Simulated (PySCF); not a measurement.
# Exercise with solution: dipole moment from atomic charges

ClGe2H5, SMILES [GeH3][GeH2][Cl]. Atoms are numbered in the order given.

```xyz
8

Cl    -0.9447     2.0362     0.0000
Ge     0.7186     0.6307     0.0000
Ge    -0.2684    -1.5791     0.0000
H      1.5479     0.9331    -1.2604
H      1.5479     0.9331     1.2604
H     -1.1383    -1.7395     1.2564
H     -1.1383    -1.7395    -1.2564
H      0.8352    -2.6532     0.0000
```

Coordinates come from a PBE0-D3(BJ)/def2-SVP optimisation. This is a generated structure with no PubChem entry under its InChIKey; it may be hypothetical.

Charges (e) from PBE/def2-TZVPD (PySCF):

| atom | IAO | ESP fit |
|---|---|---|
| Cl1 | -0.315 | -0.187 |
| Ge2 | 0.412 | 0.131 |
| Ge3 | 0.174 | 0.085 |
| H4 | -0.061 | 0.004 |
| H5 | -0.061 | 0.004 |
| H6 | -0.047 | -0.011 |
| H7 | -0.047 | -0.011 |
| H8 | -0.055 | -0.015 |

The dipole moment of the full density is 2.05 D.

Task: What dipole moment does each set of point charges give, and which comes closer to that of the density?

Result: 
μ = Σ q r, and 1 e Å = 4.8032 D.
IAO: Σ q r = (0.419, -0.461, 0.000) e Å, |μ| = 2.99 D.
ESP fit: Σ q r = (0.273, -0.347, 0.000) e Å, |μ| = 2.12 D.
ESP fit comes closer in size. Point charges leave out the atoms' own dipoles (lone pairs, polarised bonds); fits to the potential absorb them, partitions of the density don't.
